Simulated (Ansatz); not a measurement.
Wavefunction ladder for `CBB(N)Br`

Cartesian coordinates in Å:
```
C -1.519 -0.876 0.396
B -0.441 0.202 0.719
B 0.718 0.717 -0.370
N 2.002 0.302 -0.677
Br -0.008 2.241 -1.375
H -1.161 -1.784 0.912
H -2.498 -0.666 0.835
H -1.634 -1.135 -0.658
H -0.478 0.720 1.804
H 2.570 0.745 -1.380
H 2.449 -0.467 -0.207
```

Charge 0, multiplicity 1. Correlated methods include outer-core shells of Br, which these sets cover unevenly. Scalar relativity is left out up to krypton. Geometry: relaxed with PBE0-D4/def2-TZVP. It is one conformer, not always the lowest. Frozen core, restricted reference, the Gaussian-basis code of Ansatz.

| basis | HF (Eh) | MP2 corr. |
| --- | --- | --- |
| def2-SVP | -2717.24936 | -0.70667 |
| def2-TZVPP | -2717.72643 | -0.85954 |
| def2-QZVPP | -2717.78245 | -1.21650 |

Problem. Estimate the CCSD correlation energy and the (T) correction in each basis where they were run (hartree).

Solution. 
```
     basis  CCSD corr.       (T)
  def2-SVP    -0.75330  -0.02072
def2-TZVPP    -0.90170  -0.03450
```
